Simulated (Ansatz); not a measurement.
Question: Predict a relaxed structure of BiH2I, charge 0, singlet, at PBE-D4/def2-TZVP (Ansatz).

Answer: 
Cartesian coordinates in Å:
```
Bi 0.193 0.683 0.575
H -0.113 -0.943 1.309
H 1.580 -0.028 -0.346
I -1.660 0.289 -1.538
```
Point group Cs (tolerance 0.1 Å). This is one stationary point.

In the def2 sets Bi, I take a core potential; there is no spin–orbit coupling.
